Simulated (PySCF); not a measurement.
A structure optimised at B3LYP-D3(BJ)/def2-SVP, used in a PySCF frequency run:

```
C
H 1 1.0971
H 1 1.0977 2 110.90
H 1 1.1001 2 110.12 3 121.73
Te 1 2.1701 2 110.82 4 118.88
O 5 2.0198 1 95.36 2 74.21
H 6 0.9687 5 106.27 1 -90.86
```

Q: Write its SMILES and formula.

A: C[Te]O, CH₄OTe

Q: What are its rotational constants (standard atomic weights)?

A: 8.9837, 6.0564, 3.7492 GHz
